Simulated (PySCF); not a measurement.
## Circular dichroism: `C1[C@@H]([C@]2(F)[C@H](F)C2)S[SiH2]1`, C$_{5}$H$_{8}$F$_{2}$SSi

Cartesian coordinates in Å; atom numbers follow the order of the lines, from 1:
```xyz
17

F    -2.314   -0.966    1.300
C    -2.066    0.246    0.732
C    -2.099    0.357   -0.762
C    -0.788    0.424   -0.034
F    -0.228    1.674    0.075
C     0.238   -0.666   -0.141
C     1.429   -0.457    0.805
Si    2.650    0.122   -0.536
S     1.063   -0.615   -1.800
H    -2.440    1.047    1.357
H    -2.493    1.266   -1.190
H    -2.292   -0.536   -1.335
H    -0.262   -1.628   -0.028
H     1.715   -1.399    1.271
H     1.200    0.248    1.601
H     3.863   -0.668   -0.680
H     2.817    1.563   -0.644
```

Level of theory: PySCF, TDDFT LC-wPBE/def2-SVPD circular dichroism and optical rotation, one conformer, gas phase. Geometry: GFN2-xTB.

The molecule is flexible and this is one conformer; a measurement averages over conformers.

**Question.** Assign R or S to each stereocentre.

**Answer.** C2 R, C4 R, C6 R.

**Question.** List the lowest 16 singlet excitations with oscillator and rotatory strengths.

**Answer.** Rotatory strengths R in 10⁻⁴⁰ esu² cm², velocity form and length form (origin at the centre of mass); f in length form.
| state | E (eV) | λ (nm) | f | R (velocity) | R (length) | main |
| --- | --- | --- | --- | --- | --- | --- |
| 1 | 5.47 | 227 | 0.0003 | +2.8 | +4.0 | HOMO→LUMO+1 0.67, HOMO→LUMO+7 0.12 |
| 2 | 5.97 | 208 | 0.011 | -21.5 | -21.3 | HOMO→LUMO 0.87 |
| 3 | 7.09 | 175 | 0.018 | +54.8 | +55.6 | HOMO−1→LUMO+1 0.42, HOMO−2→LUMO+1 0.15 |
| 4 | 7.22 | 172 | 0.023 | -20.9 | -24.7 | HOMO→LUMO+2 0.67, HOMO→LUMO+3 0.09 |
| 5 | 7.29 | 170 | 0.042 | +21.5 | +21.0 | HOMO−1→LUMO 0.64, HOMO−2→LUMO 0.09 |
| 6 | 7.72 | 161 | 0.035 | +57.2 | +54.0 | HOMO−3→LUMO 0.28, HOMO−4→LUMO 0.24 |
| 7 | 7.80 | 159 | 0.083 | +9.7 | +17.8 | HOMO→LUMO+5 0.42, HOMO→LUMO+3 0.11 |
| 8 | 8.03 | 154 | 0.039 | +24.7 | +25.4 | HOMO−1→LUMO+3 0.18, HOMO−2→LUMO+3 0.13 |
| 9 | 8.07 | 154 | 0.014 | -18.6 | -18.8 | HOMO→LUMO+4 0.67 |
| 10 | 8.30 | 149 | 0.016 | +1.4 | +2.9 | HOMO−1→LUMO+2 0.19, HOMO−4→LUMO+1 0.12 |
| 11 | 8.42 | 147 | 0.062 | -19.0 | -18.8 | HOMO−1→LUMO+2 0.40, HOMO−2→LUMO+2 0.09 |
| 12 | 8.54 | 145 | 0.018 | +38.1 | +35.7 | HOMO→LUMO+7 0.25, HOMO→LUMO+6 0.23 |
| 13 | 8.68 | 143 | 0.047 | +4.6 | +4.1 | HOMO−2→LUMO 0.14, HOMO−3→LUMO+3 0.10 |
| 14 | 8.69 | 143 | 0.005 | -2.7 | -2.0 | HOMO−3→LUMO+1 0.13, HOMO−2→LUMO 0.11 |
| 15 | 8.70 | 142 | 0.026 | -33.3 | -32.3 | HOMO→LUMO+8 0.28, HOMO→LUMO+6 0.16 |
| 16 | 8.76 | 142 | 0.033 | +87.4 | +85.7 | HOMO−5→LUMO 0.41 |

Among the states computed, the strongest CD band (largest |R|) is state 16. The largest dissymmetry factor in size, g = 4R/(D+G), with D and G the electric and magnetic dipole strengths, is +0.11 for state 1 (velocity form, f = 0.0002), among bands with |R| over 0.5. The mirror image has the same energies and oscillator strengths and all R with the opposite sign.
